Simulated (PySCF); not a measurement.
Which level of theory gave which numbers?

Species: [Ga(CN)H3]-, CH₃GaN (charge -1).
Bonds: Ga1–C2, C2–N3. Hydrogens: H4, H5, H6 on Ga1.

The closed-shell ground state was solved 3 times with PySCF (density fitting, gas phase), always in the pcSseg-1 (pcSseg-2 on Ga) basis (112 functions), with these functionals: B3LYP, PBE and PBE0. Isolated species at its PBE0-D3(BJ)/def2-SVP geometry, gas phase. The geometry's basis has no diffuse functions, a weakness for an anion. The calculation is non-relativistic and has no spin–orbit coupling, an omission that weighs most on gallium. No diffuse functions stand in pcSseg-1 (pcSseg-2 on Ga), which bears on an anion's orbital energies.

| row | total energy (Eh) | HOMO (eV) | LUMO (eV) |
| --- | --- | --- | --- |
| P | -2019.6540 | -2.85 | 5.06 |
| Q | -2019.2166 | -3.06 | 5.27 |
| R | -2019.1848 | -1.82 | 4.54 |

**Question.** Which functional belongs to which row?

**Answer.** P = B3LYP, Q = PBE0, R = PBE. By rising HOMO–LUMO gap: PBE (GGA) 6.36 eV; B3LYP (global hybrid, 20 % exact exchange) 7.91 eV; PBE0 (global hybrid, 25 % exact exchange) 8.33 eV. Total energies of different functionals aren't bounds to one another; each is stationary for its own functional.
